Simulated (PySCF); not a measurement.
# What a mistake does to a calculation on H5N2Si2

All numbers below are calculated, not measured. The program is PySCF 2.14.0, an open-source quantum chemistry code, run on an isolated molecule that a program drew, which may never have been made. The molecule is H5N2Si2 (charge 0, doublet), drawn as the SMILES string `N=[SiH]N[SiH2]`.

Each row is a Hartree-Fock (HF) and frozen-core CCSD(T) single point in the cc-pV(D+d)Z basis, meant for a local HF minimum. Run 1 is clean. Each other run has one planted mistake out of seven kinds, and not every kind appears here: one electron removed, one electron added, multiplicity raised by two, geometry at a saddle point, minimal basis STO-3G, one bond length entered in bohr, all coordinates scaled. The reference is restricted for singlets and unrestricted otherwise, and also for a bond in bohr. Adding or removing an electron swaps singlet and doublet. Electrons count all cores. HOMO and LUMO are orbital energies over both spins, the gradient is its largest component, and the lowest frequency (negative if imaginary) is given only where the gradient is small. Bond lengths are over the 8 bonds as drawn. T1 is the CCSD diagnostic: over 0.02 (restricted) or 0.045 (unrestricted) a single reference is doubtful.

Geometry of the clean run:
```xyz
9
H5N2Si2, angstrom
N    -1.0063    2.7051   -1.0287
Si   -1.3092    1.5582   -0.0127
N    -2.6486    0.5192    0.1469
Si   -2.9612   -0.7986    1.2523
H    -1.5638    3.0411   -1.7881
H    -0.3375    1.2287    1.0297
H    -3.3715    0.6741   -0.5380
H    -1.8682   -0.8148    2.2500
H    -4.2753   -0.6221    1.9190
```

```
run,electrons,basis functions,<S^2>,HOMO (eV),LUMO (eV),gradient (hartree/bohr),lowest frequency (cm^-1),mean bond (Å),longest bond (Å),T1,HF (hartree),CCSD(T) (hartree),mistake
1,47,99,0.754,-8.87,1.40,2.0e-05,94,1.4309,1.748,0.0184,-689.66701,-690.23926,no fault
2,47,99,1.986,-7.65,0.81,3.2e-02,-,1.6254,3.304,0.0343,-689.53253,-690.07251,one bond length entered in bohr
3,48,99,0.000,-0.46,7.58,9.0e-02,-,1.4309,1.748,0.0182,-689.64724,-690.24905,one electron added
4,47,99,3.783,-4.90,0.60,1.3e-01,-,1.4309,1.748,0.0187,-689.53730,-690.06905,?
```

**Which mistake was planted in run 4, and what did it cost?**

Electrons, basis and geometry are unchanged, and <S^2> is 3.783, beside S(S+1) = 3.75 for a multiplicity of 4. So the mistake is: multiplicity raised by two. Subtracting run 1 and multiplying by 627.51 kcal/mol a hartree, the energy moved by 81.4 kcal/mol in HF and 106.8 kcal/mol in CCSD(T).

